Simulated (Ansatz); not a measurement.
```yaml
crystal:
  periodic: [false, false, false]
  atoms:
    - {symbol: C, position_ang: [-1.425591, -0.940958, 0.513742]}
    - {symbol: N, position_ang: [0.028093, -0.857003, -0.513717]}
    - {symbol: C, position_ang: [1.560191, -0.792139, 0.394187]}
    - {symbol: In, position_ang: [-0.173286, 1.208246, -2.978969]}
    - {symbol: O, position_ang: [-0.187273, 2.588048, -0.776368]}
    - {symbol: H, position_ang: [-1.679639, 0.332653, 0.968835]}
    - {symbol: H, position_ang: [-2.505736, -1.345441, -0.217087]}
    - {symbol: H, position_ang: [-1.263361, -1.761122, 1.600759]}
    - {symbol: H, position_ang: [1.709365, 0.493517, 0.861356]}
    - {symbol: H, position_ang: [2.616428, -1.063436, -0.427349]}
    - {symbol: H, position_ang: [1.575754, -1.642133, 1.470375]}
    - {symbol: H, position_ang: [-0.254945, 3.779781, -0.895776]}
basis:
  gaussian: {orbitals: def2-mTZVP, point_charges: [{charge: 1.00, position_ang: [7.155, 0.907, -0.955]}]}
magnetization: {spin_polarized: true, initial_magnetization: 3}
hamiltonian: {xc: {name: HF}}
correlation: {method: mp2, frozen_orbitals: {C: 9}}
```

```sh
$ ansatz run in.yaml --threads 2 --pin off --events-out ev --progress --plain --max-ram 32768MiB --backend cpu
```

**Question.** How does Ansatz answer? (Estimate.)

**Answer.** Computed: The input was rejected before any iteration.
```
Functional definition: HF
Error: "frozen_orbitals" has no count for N
```
